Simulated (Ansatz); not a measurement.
A calculation with Ansatz (development build ahead of 0.2.0).

```yaml
crystal:
  periodic: [false, false, false]
  atoms:
    - { symbol: C, position_ang: [-0.77301, -0.79259, -0.73706] }
    - { symbol: C, position_ang: [-0.77678, -0.81289, 0.82567] }
    - { symbol: C, position_ang: [-0.77561, 0.82927, -0.76374] }
    - { symbol: C, position_ang: [-0.77853, 0.73579, 0.79104] }
    - { symbol: C, position_ang: [0.80342, -0.82741, -0.80403] }
    - { symbol: C, position_ang: [0.74526, -0.75466, 0.78432] }
    - { symbol: C, position_ang: [0.79093, 0.82748, -0.8107] }
    - { symbol: C, position_ang: [0.7611, 0.74116, 0.78766] }
    - { symbol: H, position_ang: [-1.4233, -1.37823, -1.44774] }
    - { symbol: H, position_ang: [-1.46142, -1.41446, 1.43108] }
    - { symbol: H, position_ang: [-1.45725, 1.43488, -1.42957] }
    - { symbol: H, position_ang: [-1.41392, 1.46328, 1.4042] }
    - { symbol: H, position_ang: [1.44021, -1.39109, -1.3784] }
    - { symbol: H, position_ang: [1.42501, -1.46218, 1.424] }
    - { symbol: H, position_ang: [1.42023, 1.36536, -1.42261] }
    - { symbol: H, position_ang: [1.36641, 1.40036, 1.41754] }
basis:
  gaussian: { orbitals: cc-pVDZ }
hamiltonian:
  xc: hf
correlation:
  method: mp2
  frozen_orbitals: { C: 1, H: 0 }
```

The input is written out in the form of the current development build from the run's settings.

The run gave:

| Item | Value |
| --- | --- |
| Converged | yes |
| Reference energy | -307.38337 hartree |
| Correlation energy | -1.07226 hartree |
| Total energy | -308.45563 hartree |
| Spin squared of the determinant | 0.000 |

Caution: no unrestricted run beside it, a lower state can exist.
